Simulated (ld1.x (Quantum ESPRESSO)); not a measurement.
Pt, RRKJ: configuration errors across variants

| Quantity | Value |
| --- | --- |
| Element | platinum |
| Generator | ld1.x (Quantum ESPRESSO) 7.5 |
| Type | norm-conserving RRKJ (Kleinman–Bylander form) |
| Functional | LDA (PZ) |
| Relativity | scalar-relativistic |
| Frozen core | [Kr] 4d10 4f14 |
| Valence charge | 18 |
| Reference configuration | 5s2 5p6 5d9 6s0.5 6p0 (charge +0.5) |
| Partial waves | 5p (bound): rc 1.40 bohr; 5d (bound): rc 2.05 bohr; 5s (bound): rc 1.05 bohr |
| Local potential | the s channel |
| Core correction | none |
| rho0 | 0.001 |

Occupied shells without a wave of their own: 6s. They enter only through the test configuration that unscreens the potential.

All-electron excitation energies from the reference (eV): (1) 5s2 5p6 5d9 6s1 6p0 -3.860; (2) 5s2 5p6 5d9 6s0 6p0 5.684; (3) 5s2 5p6 5d8 6s0 6p0 25.943; (4) 5s2 5p6 5d9.5 6s0.5 6p0 -3.946; (5) 5s2 5p6 5d8 6s2 6p0 -2.930; (6) 5s2 5p6 5d10 6s0 6p0 -3.806; (7) 5s2 5p6 5d8 6s1 6p0 7.557; (8) 5s2 5p6 5d9 6s0.5 6p0 spin -0.231; (9) 5s2 5p6 5d9 6s1 6p0 spin -4.240.

Spin tests fill each open shell by Hund’s rule, majority spin first.

For the base: The 6s level has no wave, so the channel is fitted at the deeper level alone: the likely source of the large errors.

1 further variants failed, have other tests or too few solved ones, and are left out.

The file “all radii scaled by about 1.10 (s 1.16, p 1.54, d 2.26 bohr)” misses its own reference levels by 0.3 eV. The file “all radii scaled by about 1.25 (s 1.32, p 1.74, d 2.56 bohr)” misses its own reference levels by 0.9 eV.

Errors AE − PS in meV (a dash: test not solved or not reliable):

| change | (1) | (2) | (3) | (4) | (5) | (6) | (7) | (8) | (9) | bound ghosts |
| --- | --- | --- | --- | --- | --- | --- | --- | --- | --- | --- |
| base | +69 | -85 | -118 | -0.9 | +246 | -62 | +98 | +14 | +86 | none |
| all radii scaled by about 0.90 (s 0.94, p 1.26, d 1.84 bohr) | +57 | -70 | -97 | -0.6 | +199 | -51 | +80 | +13 | +73 | none |
| all radii scaled by about 1.04 (s 1.10, p 1.46, d 2.14 bohr) | +95 | -116 | -161 | -0.9 | +336 | -84 | +134 | +15 | +112 | none |
| all radii scaled by about 1.10 (s 1.16, p 1.54, d 2.26 bohr) | +140 | -171 | -236 | -1.1 | +495 | -123 | +198 | +16 | +159 | none |
| all radii scaled by about 1.25 (s 1.32, p 1.74, d 2.56 bohr) | +394 | -483 | -655 | -2.1 | +1381 | -346 | +557 | +22 | +423 | none |

(1) Give the same row for: all radii scaled by about 1.34 (s 1.40, p 1.88, d 2.74 bohr).

Results:

(1) +711, -871, -1159, -2.7, +2451, -630, +991, +28, +750; bound ghosts: none.
